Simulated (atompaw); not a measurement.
How hard is this bromine PAW (atompaw) potential?

```json
{"Element": "bromine (Br)", "Generator": "atompaw 4.2.0.5", "Type": "PAW", "Functional": "PBE", "Relativity": "scalar-relativistic", "Frozen core": "[Ar]", "Valence charge": "17", "Reference configuration": "3d10 4s1 4p6", "Partial waves": "4s (bound): rc 1.50 bohr; 4s channel at -0.9 Ry: rc 1.50 bohr; 4p (bound): rc 1.50 bohr; 4p channel at 0.85 Ry: rc 1.45 bohr; 3d (bound): rc 0.85 bohr; 3d channel at -3.7 Ry: rc 0.85 bohr", "Local potential": "ultrasoft scheme with l = 3 at -0.5 Ry, radius 1.05 bohr", "Core correction": "smooth core density matched at 1.50 bohr", "Augmentation charge": "sinc compensation charge, radius 0.72 bohr; PAW radius 1.50 bohr; waves and projectors: custom rrkj vanderbiltortho"}
```

The pseudo-atom Hamiltonian at the reference potential is diagonalised in spherical Bessel functions j_l(qr) that vanish at 20 bohr, with q² up to the cutoff. All-electron valence levels (Ry): 4s -1.5380, 4p -0.6217, 3d -5.0174.

Problem. How do the lowest levels (Ry) of each channel move with the cutoff, and are there ghosts?

Solution.

```tsv
cutoff (Ry)	s #1	s #2	p #1	p #2	d #1	d #2	f #1	f #2	Σ f·Δε (mRy)
8	-1.5227	-0.0347	-0.6108	0.0311	0.0694	0.1409	0.1178	0.2507	50947.2
15	-1.5351	-0.0356	-0.6210	0.0308	0.0640	0.1130	0.1178	0.2507	50819.9
25	-1.5378	-0.0358	-0.6216	0.0308	-0.0909	0.0757	0.1178	0.2507	49265.0
35	-1.5379	-0.0358	-0.6216	0.0308	-0.7202	0.0727	0.1178	0.2507	42971.8
50	-3.0438	-1.5380	-0.6217	0.0308	-2.5297	0.0715	0.1178	0.2507	24876.0
70	-4.0186	-1.5381	-0.6217	0.0308	-4.0637	0.0710	0.1178	0.2507	9535.7
100	-4.2163	-1.5381	-0.6218	0.0308	-4.8435	0.0707	0.1178	0.2507	1737.7
140	-4.2392	-1.5381	-0.6218	0.0308	-5.0113	0.0707	0.1178	0.2507	58.9
180	-4.2397	-1.5381	-0.6218	0.0308	-5.0145	0.0707	0.1178	0.2507	27.6
260	-4.2397	-1.5381	-0.6218	0.0308	-5.0170	0.0707	0.1178	0.2507	2.5
400	-4.2397	-1.5381	-0.6218	0.0308	-5.0172	0.0707	0.1178	0.2507	0.0
```

Result: ghost state, extra bound levels that the all-electron valence spectrum of the same l lacks: s at -57.7 eV (a true bound ghost makes a file unfit for plane-wave use); 10 mRy is reached at 230 Ry and 1 mRy at over 300 Ry.
